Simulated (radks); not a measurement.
Species: Mn II. Configuration: [Ar] 3d5 4s1. Calculated with a radial shooting solver on a logarithmic mesh with Libxc functionals: non-relativistic Kohn-Sham, exchange-only LDA, spin-polarised, spherical densities, point nucleus; open shells are filled with parallel spins first.

Local quantities along the radius. ELF = 1/(1 + alpha^2) is the electron localisation function; alpha = (tau - tau_W)/tau_unif compares the Pauli kinetic energy density with that of the uniform gas (summed over spins); s = |grad rho|/(2 (3 pi^2)^(1/3) rho^(4/3)) is the reduced gradient; r v_xc is r times the local exchange-correlation potential of spin up (hartree bohr); -r V(r) is the screened charge that the Kohn-Sham potential of spin up presents (atomic units).

| r (bohr) | ELF | alpha | s | r v_xc | -r V(r) |
|---|---|---|---|---|---|
| 0.002014 | 1.000 | 0.01417 | 0.3813 | -0.04203 | 24.82 |
| 0.002308 | 1.000 | 0.01445 | 0.3831 | -0.04792 | 24.80 |
| 0.002644 | 1.000 | 0.01478 | 0.3852 | -0.05459 | 24.77 |
| 0.003029 | 1.000 | 0.01517 | 0.3877 | -0.06214 | 24.73 |
| 0.00347 | 1.000 | 0.01562 | 0.3905 | -0.07068 | 24.69 |
| 0.003976 | 1.000 | 0.01616 | 0.3937 | -0.08029 | 24.65 |
| 0.004555 | 1.000 | 0.01680 | 0.3975 | -0.09111 | 24.60 |
| 0.005219 | 1.000 | 0.01757 | 0.4018 | -0.1032 | 24.54 |
| 0.005979 | 1.000 | 0.01850 | 0.4068 | -0.1168 | 24.47 |
| 0.00685 | 1.000 | 0.01962 | 0.4125 | -0.1319 | 24.39 |
| 0.007848 | 1.000 | 0.02099 | 0.4193 | -0.1486 | 24.30 |
| 0.008991 | 0.999 | 0.02268 | 0.4270 | -0.1670 | 24.20 |
| 0.0103 | 0.999 | 0.02479 | 0.4361 | -0.1873 | 24.08 |
| 0.0118 | 0.999 | 0.02745 | 0.4466 | -0.2093 | 23.95 |
| 0.01352 | 0.999 | 0.03086 | 0.4590 | -0.2330 | 23.80 |
| 0.01549 | 0.999 | 0.03530 | 0.4734 | -0.2584 | 23.63 |
| 0.01761 | 0.998 | 0.04078 | 0.4892 | -0.2836 | 23.45 |
| 0.02017 | 0.998 | 0.04858 | 0.5088 | -0.3115 | 23.23 |
| 0.02311 | 0.996 | 0.05936 | 0.5317 | -0.3400 | 22.98 |
| 0.02648 | 0.994 | 0.07463 | 0.5586 | -0.3687 | 22.71 |
| 0.03033 | 0.991 | 0.09686 | 0.5898 | -0.3968 | 22.40 |
| 0.03475 | 0.983 | 0.1301 | 0.6257 | -0.4234 | 22.06 |
| 0.03982 | 0.968 | 0.1814 | 0.6659 | -0.4478 | 21.68 |
| 0.04562 | 0.936 | 0.2622 | 0.7088 | -0.4689 | 21.27 |
| 0.05226 | 0.868 | 0.3908 | 0.7499 | -0.4864 | 20.81 |
| 0.05987 | 0.740 | 0.5924 | 0.7798 | -0.5003 | 20.31 |
| 0.0686 | 0.560 | 0.8871 | 0.7818 | -0.5119 | 19.77 |
| 0.07859 | 0.390 | 1.250 | 0.7349 | -0.5240 | 19.18 |
| 0.09004 | 0.293 | 1.552 | 0.6285 | -0.5411 | 18.55 |
| 0.1032 | 0.279 | 1.606 | 0.4861 | -0.5678 | 17.87 |
| 0.1182 | 0.345 | 1.377 | 0.3630 | -0.6067 | 17.15 |
| 0.1354 | 0.481 | 1.038 | 0.3008 | -0.6558 | 16.39 |
| 0.1551 | 0.638 | 0.7539 | 0.3021 | -0.7097 | 15.59 |
| 0.1777 | 0.754 | 0.5718 | 0.3488 | -0.7606 | 14.75 |
| 0.2036 | 0.815 | 0.4771 | 0.4249 | -0.8010 | 13.89 |
| 0.2333 | 0.829 | 0.4543 | 0.5232 | -0.8246 | 13.01 |
| 0.2673 | 0.790 | 0.5153 | 0.6398 | -0.8281 | 12.13 |
| 0.3062 | 0.656 | 0.7249 | 0.7607 | -0.8131 | 11.23 |
| 0.3508 | 0.403 | 1.218 | 0.8329 | -0.7893 | 10.34 |
| 0.4019 | 0.206 | 1.964 | 0.7462 | -0.7768 | 9.445 |
| 0.4605 | 0.173 | 2.190 | 0.4784 | -0.7975 | 8.562 |
| 0.5276 | 0.296 | 1.544 | 0.2594 | -0.8549 | 7.692 |
| 0.6044 | 0.544 | 0.9161 | 0.2236 | -0.9298 | 6.832 |
| 0.6925 | 0.725 | 0.6161 | 0.2954 | -0.9977 | 5.993 |
| 0.7933 | 0.793 | 0.5109 | 0.4042 | -1.042 | 5.198 |
| 0.9089 | 0.797 | 0.5053 | 0.5281 | -1.054 | 4.477 |
| 1.041 | 0.754 | 0.5714 | 0.6657 | -1.034 | 3.850 |
| 1.193 | 0.661 | 0.7160 | 0.8183 | -0.9888 | 3.326 |
| 1.356 | 0.531 | 0.9405 | 0.9686 | -0.9313 | 2.923 |
| 1.553 | 0.385 | 1.263 | 1.112 | -0.8658 | 2.578 |
| 1.78 | 0.290 | 1.566 | 1.202 | -0.8058 | 2.308 |
| 2.039 | 0.263 | 1.674 | 1.233 | -0.7558 | 2.099 |
| 2.336 | 0.295 | 1.546 | 1.268 | -0.7129 | 1.937 |
| 2.676 | 0.365 | 1.318 | 1.395 | -0.6691 | 1.806 |
| 3.066 | 0.444 | 1.118 | 1.673 | -0.6165 | 1.693 |
| 3.513 | 0.501 | 0.9984 | 2.156 | -0.5507 | 1.589 |
| 4.025 | 0.516 | 0.9688 | 2.943 | -0.4720 | 1.489 |
| 4.611 | 0.480 | 1.042 | 4.235 | -0.3847 | 1.391 |
| 5.283 | 0.387 | 1.259 | 6.444 | -0.2958 | 1.298 |
| 6.053 | 0.250 | 1.733 | 10.43 | -0.2127 | 1.213 |
| 6.934 | 0.117 | 2.749 | 18.12 | -0.1419 | 1.142 |
| 7.945 | 0.037 | 5.101 | 34.12 | -0.08700 | 1.087 |

On this mesh the ELF has minima near r = 0.10, 0.46, 2.0 bohr, which separate the shells, and maxima near 0.23 (0.83), 0.91 (0.80), 4.0 (0.52).

Self-consistent cycle (total energy in hartree, residual of the potential): 1: -1145.631674, 2e+00; 2: -1146.182709, 1e+00; 3: -1146.355250, 3e-01; 4: -1146.354529, 2e-01; 5: -1146.359894, 1e-01; 6: -1146.362732, 1e-02; 7: -1146.362761, 2e-03; 8: -1146.362762, 5e-04; 9: -1146.362763, 2e-05; 10: -1146.362763, 7e-06; 11: -1146.362763, 2e-06; 12: -1146.362763, 1e-06; 13: -1146.362763, 5e-09.
